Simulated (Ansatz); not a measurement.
CaO, singlet, at a GFN2-xTB geometry (such geometries of metal compounds can be far from the true shape); BLYP/def2-TZVP (Ansatz, a quantum-chemistry and plane-wave program).

Input for Ansatz:
Ansatz 0.2 input:
```yaml
crystal:
  periodic: [false, false, false]
  atoms:
    - {symbol: Ca, position_ang: [-0.00000000, -0.00000000, -0.52724852]}
    - {symbol: O, position_ang: [0.00000000, 0.00000000, 1.31812130]}
basis:
  gaussian:
    orbitals: def2-TZVP
    final_grid: {core_spheres: 14, valence_spheres: 28, degree: 59}
hamiltonian:
  xc: blyp
```

It wrote (shortened):

```
Functional definition: BLYP
518 factors; their error is unknown
mean field evaluation 1: about -20466.8684 eV, gradient 9.7e1 eV
mean field evaluation 2: about -20181.2868 eV, gradient 2.3e2 eV
mean field evaluation 4: about -20458.7235 eV, gradient 1.0e2 eV
mean field evaluation 8: about -20485.3999 eV, gradient 5.8e0 eV
mean field evaluation 16: about -20485.4376 eV, gradient 1.8e-4 eV
mean field evaluation 32: about -20474.5708 eV, gradient 1.1e1 eV
mean field -20485.43763694 eV, -752.8259476290 hartree, gradient 7.6e-6 eV, S^2 0.000000; 4 other end points of the search recorded, 0 dependent functions left out
reference -20485.43788768 eV, -752.8259568439 hartree; 14, 14 occupied and 53, 53 virtual orbitals, 518 factors
Total energy: -20485.43788768 eV, -752.8259568439 hartree
```
